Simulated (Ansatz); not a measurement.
`[SiH3][SiH2][SiH2][GeH2][SiH2][GeH3]` + CH₃OH → `CO[SiH3]` + `[SiH3][SiH2][GeH2][SiH2][GeH3]`  (cleavage of the Si–Si bond)

Computed with Ansatz on PBE0-D4/def2-TZVP structures; ΔE is electronic, products minus reactants. CCSD(T)/CBS is the MP2 limit (def2-TZVPP, def2-QZVPP) plus CCSD(T) − MP2 in def2-TZVPP, frozen cores. This one scheme is used for every species. For Ge outer-core shells are correlated without core-valence functions, which leaves a few kJ/mol of doubt a bond. Scalar relativity is left out up to krypton. One conformer a species, not always the lowest.

```tsv
species	HF/def2-QZVPP energy (Eh)
`[SiH3][SiH2][SiH2][GeH2][SiH2][GeH3]`	-5314.77311
CH₃OH	-115.10098
`CO[SiH3]`	-405.25800
`[SiH3][SiH2][GeH2][SiH2][GeH3]`	-5024.65812
```

Work out ΔE.

ΔE = (-405.25800) + (-5024.65812) − (-5314.77311) − (-115.10098) = -0.04203 Eh = -110.3 kJ/mol. CCSD(T)/CBS gives -75.6 kJ/mol.

Largest T1 diagnostic among the species: 0.013.

Leaving LDA and LC-ωPBE aside and taking each functional with its dispersion term where it has one, the values, not all of them listed here, spread over 33.1 kJ/mol, from B2PLYP to PBE-D4. From PBE to PBE0 (25 % exact exchange), in def2-TZVPP and without D4, ΔE moves by −5.3 kJ/mol.
